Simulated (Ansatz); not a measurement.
ClMg (SMILES [Mg][Cl]), doublet, at a GFN2-xTB geometry (such geometries of metal compounds can be far from the true shape) (the spin is typed, not shown lowest). Base run: PBE/STO-3G in Ansatz (an electronic-structure program).

Geometry (Å):
```xyz
2

Mg     0.0000     0.0000    -1.2678
Cl     0.0000     0.0000     0.8950
```
Charge 0, spin multiplicity 2.
Orbitals are unrestricted.
All else is at Ansatz's defaults.

Each row names what was changed in the base input (with any setting that the change needs).

```json
[
 {"change": "base", "basis functions": "18", "E (Eh)": "-652.43011"},
 {"change": "basis = cc-pVTZ-DK; relativity = spin-free X2C", "basis functions": "68", "E (Eh)": "-661.76982"},
 {"change": "basis = cc-pVTZ-DK; relativity = none", "basis functions": "68", "E (Eh)": "-659.60024"},
 {"change": "basis = jorge-DZP-DKH; relativity = spin-free X2C", "basis functions": "48", "E (Eh)": "-661.75022"},
 {"change": "basis = x2c-TZVPall; relativity = spin-free X2C; nucleus = Gaussian", "basis functions": "69", "E (Eh)": "-661.75836"},
 {"change": "basis = jorge-DZP-DKH; relativity = none", "basis functions": "48", "E (Eh)": "-659.77207"},
 {"change": "basis = x2c-TZVPall; relativity = spin-free X2C", "basis functions": "69", "E (Eh)": "-661.75890"},
 {"change": "basis = cc-pVTZ-DK; relativity = spin-free X2C; nucleus = Gaussian", "basis functions": "68", "E (Eh)": "-661.76924"},
 {"change": "basis = jorge-DZP-DKH; relativity = spin-free X2C; nucleus = Gaussian", "basis functions": "48", "E (Eh)": "-661.74966"},
 {"change": "basis = x2c-TZVPall; relativity = none", "basis functions": "69", "E (Eh)": "-659.74791"}
]
```

Total energies compare only within one method and basis.

Ansatz warned in this series: the basis is contracted for relativity, which the run leaves out.

Basis sets contracted for a relativistic Hamiltonian are a mismatch without it, so the rows without relativity aren't non-relativistic limits. No row has spin-orbit coupling; sets with core potentials leave out the core electrons.
